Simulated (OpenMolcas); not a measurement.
Worked example: vertical ionisation energy of InI (indium iodide (ini))

InI has 2 atoms, charge 0, and is taken as a singlet. As SMILES, `[In][I]`. The shape comes from GFN2-xTB, which is rough for such elements, and wasn't checked as a minimum.

| atom | x (Å) | y (Å) | z (Å) |
| --- | --- | --- | --- |
| In | 0.0000 | 0.0000 | 0.0000 |
| I | 0.0000 | 0.0000 | 2.7892 |

Both states at this one shape; open shells run unrestricted unless said. 1 Eh = 27.2114 eV.

```tsv
level	program	singlet InI (Eh)	doublet InI+ (Eh)	HOMO of the first (eV)
B97-2/def2-SVP (core potential)	OpenMolcas	-488.441081	-488.117022	-6.58
B97-2/def2-TZVPD (core potential)	OpenMolcas	-488.455627	-488.133291	-6.62
B97-2/def2-QZVPPD (RICD fitting, core potential)	OpenMolcas	-488.457422	-488.135299	-6.62
```

Question: Work out the vertical ionisation energy at each level.

Answer: 
1. B97-2/def2-SVP (core potential): -488.117022 − (-488.441081) = 0.324059 Eh = 8.82 eV; −ε(HOMO) = 6.58 eV.
2. B97-2/def2-TZVPD (core potential): -488.133291 − (-488.455627) = 0.322336 Eh = 8.77 eV; −ε(HOMO) = 6.62 eV.
3. B97-2/def2-QZVPPD (RICD fitting, core potential): -488.135299 − (-488.457422) = 0.322123 Eh = 8.77 eV; −ε(HOMO) = 6.62 eV.

No measured value is set beside it here; the levels span 8.77 to 8.82 eV. Spin-orbit coupling, which splits open shells on such heavy atoms by tenths of an eV, is left out.
